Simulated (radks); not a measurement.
Q: Calculated with a radial shooting solver on a logarithmic mesh with Libxc functionals: non-relativistic Kohn-Sham, LDA (Slater exchange, Perdew-Wang correlation), spin-polarised, spherical densities, point nucleus; open shells are filled with parallel spins first. Response by self-consistent Sternheimer equations with the Hartree and adiabatic LDA kernel. For heavy and open-shell atoms this level of theory can miss by tens of per cent. Estimate the static dipole polarisabilities of Sc6+ ([Ne] 3s2 3p3) and Sc+ ([Ar] 3d1 4s1) and the C6 coefficients of the three pairs.

A: alpha = 1.238 and 53.89 bohr^3; C6 = 1.783 (Sc6+-Sc6+), 16.82 (Sc6+-Sc+), 353.2 (Sc+-Sc+) hartree bohr^6.
